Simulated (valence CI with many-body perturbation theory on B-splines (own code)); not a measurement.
Results of a calculation; reference values are marked as such.
Hyperfine factors and g values of W XLII

Level of theory: valence CI with perturbative core correlation (CI+MBPT): five valence electrons over a frozen Dirac-Fock core [Ar] 3d10, radial functions for each j: 9 s, 9 p, 8 d, 6 f, 3 g, 1 h, with the one-electron correlation potential Σ1, the two-electron term Σ2, the three-electron term Σ3, Breit, model QED; selected CI, second order for the rest (own B-spline code, finite nucleus).

The last digits are not significant, and no measured levels were compared; by estimate large intervals hold to a few tenths of a per cent, small ones and those within an open d or f shell to about a per cent. Among the levels kept, up to 270 cm⁻¹ of a level comes from second order outside the variational space, and about a tenth of that is noise between levels of different J, which matters for small intervals.

A/g_I is the dipole constant over the nuclear g factor μ/I (μ in nuclear magnetons, uniformly magnetised nucleus), B/Q the quadrupole constant per barn. Both hold the static response of the core; the bare values leave it out. Large factors of s and p1/2 electrons are usually good to 5 to 10 %; those of open d and f shells near neutrality can be off by tens of per cent, and small factors of p3/2, d and f electrons come from cancelling terms and can be off by a factor of two or in sign, in half-filled shells by more. B is blank for J = 1/2, where it vanishes, and for nearly pure S terms. Energies count from the lowest level.

Levels are named by their leading jj configuration (3d3/2^4 stands for four electrons in 3d with j = 3/2), which in mixed levels can hold well under half, so a name can repeat and another be missing. Letters in brackets count levels of one name in rising energy.

```csv
Level,E (cm⁻¹),g,A/g_I (MHz),A/g_I bare,B/Q (MHz/b),B/Q bare
(4s^2 4p1/2^2 4p3/2) J=3/2,0,1.365,55200,53000,107000,103000
(4s^2 4p1/2 4p3/2^2) J=3/2,718530,1.455,-29500,-29100,13200,12800
(4s^2 4p1/2 4p3/2^2) J=5/2,762560,1.195,145000,140000,-391,-365
(4s^2 4p1/2 4p3/2^2) J=1/2,817940,0.659,494000,479000,,
(4s^2 4p1/2^2 4d3/2) J=3/2,1240600,0.789,24300,24500,14800,14700
(4s^2 4p1/2^2 4d5/2) J=5/2,1425400,1.310,116000,113000,1560,1740
(4s 4p1/2^2 4p3/2^2) J=5/2,1541300,1.373,235000,227000,46000,44700
(4s^2 4p3/2^3) J=3/2,1544400,1.303,58500,56300,-120000,-116000
(4s 4p1/2^2 4p3/2^2) J=1/2,1630100,2.115,1440000,1390000,,
(4s 4p1/2^2 4p3/2^2) J=3/2,1647000,1.170,-205000,-199000,-24500,-23800
(4s^2 4p1/2 4p3/2 4d3/2) J=5/2 [a],1955500,0.962,110000,107000,-15500,-14800
(4s^2 4p1/2 4p3/2 4d3/2) J=3/2 [a],1957500,0.915,96900,94400,-68200,-66000
(4s^2 4p1/2 4p3/2 4d3/2) J=1/2 [a],1960100,0.208,187000,183000,,
(4s^2 4p1/2 4p3/2 4d3/2) J=7/2,1999500,1.047,106000,103000,108000,105000
(4s^2 4p1/2 4p3/2 4d3/2) J=5/2 [b],2116000,1.207,8560,8570,93800,90900
(4s^2 4p1/2 4p3/2 4d5/2) J=7/2 [a],2118000,1.310,-23100,-22100,122000,118000
(4s^2 4p1/2 4p3/2 4d5/2) J=3/2 [a],2125600,1.506,55400,54200,-47000,-45500
(4s^2 4p1/2 4p3/2 4d3/2) J=3/2 [b],2126000,1.144,12700,12200,5650,5340
(4s^2 4p1/2 4p3/2 4d3/2) J=1/2 [b],2132800,1.687,235000,226000,,
(4s^2 4p1/2 4p3/2 4d5/2) J=5/2 [a],2156100,1.171,162000,157000,-86100,-83200
(4s^2 4p1/2 4p3/2 4d5/2) J=9/2,2166900,1.195,79200,77000,111000,108000
(4s^2 4p1/2 4p3/2 4d5/2) J=7/2 [b],2273000,1.111,91000,88400,12500,12400
(4s^2 4p1/2 4p3/2 4d5/2) J=5/2 [b],2275100,1.227,-15100,-14300,18200,17900
(4s^2 4p1/2 4p3/2 4d5/2) J=3/2 [b],2280800,1.030,110000,107000,-1760,-1630
(4s^2 4p1/2 4p3/2 4d5/2) J=1/2,2290900,1.335,-225000,-216000,,
(4s 4p1/2 4p3/2^3) J=3/2 [a],2329900,1.345,190000,184000,-79000,-76500
(4s 4p1/2 4p3/2^3) J=5/2,2377900,1.270,351000,340000,-127000,-122000
(4s 4p1/2 4p3/2^3) J=3/2 [b],2456900,1.092,89000,86200,27.1,83.2
(4s 4p1/2 4p3/2^3) J=1/2,2458200,1.279,-409000,-396000,,
(4s 4p1/2^2 4p3/2 4d3/2) J=5/2 [a],2726700,1.264,214000,207000,40400,39100
(4s 4p1/2^2 4p3/2 4d3/2) J=3/2 [a],2734900,1.335,182000,176000,-3880,-3950
(4s 4p1/2^2 4p3/2 4d3/2) J=1/2 [a],2735400,2.514,809000,782000,,
(4s 4p1/2^2 4p3/2 4d3/2) J=7/2,2752100,1.281,223000,216000,101000,97600
(4s^2 4p1/2^2 4f5/2) J=5/2,2795600,0.896,3860,4280,19600,18700
(4s^2 4p3/2^2 4d3/2) J=3/2 [a],2830900,1.180,39900,38600,-47100,-45800
(4s 4p1/2^2 4p3/2 4d3/2) J=3/2 [b],2832400,0.986,61500,60000,-63500,-61400
(4s^2 4p3/2^2 4d3/2) J=1/2,2834500,1.559,65500,61700,,
(4s^2 4p3/2^2 4d3/2) J=5/2,2837300,1.193,59000,57300,-9970,-9740
(4s^2 4p3/2^2 4d3/2) J=7/2,2854700,1.145,45100,43900,22200,21800
(4s 4p1/2^2 4p3/2 4d5/2) J=9/2,2885300,1.370,191000,186000,110000,107000
```

Question: Take the isotope of mass number 183, with I = 1/2, μ = 0.11739 μN. What is the hyperfine structure of (4s^2 4p3/2^3) J=3/2?

Answer: From the table A = 13700 MHz. Shifts from the centre of gravity in MHz: F = 1: -17100, F = 2: 10300.
